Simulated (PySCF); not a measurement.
## From computed data to an observable: oscillator strength and radiative lifetime

SnClI, SMILES [Cl][Sn][I] (connectivity only; charge and spin as stated), neutral, multiplicity 1.

The structure is a stationary point at B3LYP-D3(BJ)/def2-SVP. The def2 effective core potentials stand for the cores of I, Sn; spin–orbit coupling is left out.

TDDFT-CAM-B3LYP/def2-SVPD (PySCF) puts the first singlet state with f over 0.02 at 3.83 eV (vertical), with the transition dipole (-0.028, 0.500, 0.000) in atomic units.

### Question
Find the oscillator strength, the wavelength and the radiative lifetime that this transition would have in vacuum if emission retraced absorption.

### Answer

|μ|² = 0.2508 au, so |μ| = 1.27 D. ΔE = 3.83/27.211 = 0.1407 hartree. f = (2/3) ΔE |μ|² = 0.024 (the program prints 0.024).
λ = 1239.84/3.83 = 324 nm; ν = 30891 cm⁻¹.
Einstein's coefficient A = 0.6670 ν² f s⁻¹ (ν in cm⁻¹) = 1.5e7 s⁻¹, so τ = 1/A = 67 ns. This state is S3; the lower singlets have f = 0.008, 0.003. The figure is the radiative limit of this one transition; relaxation, internal conversion, crossing to triplets and a medium change what is measured.
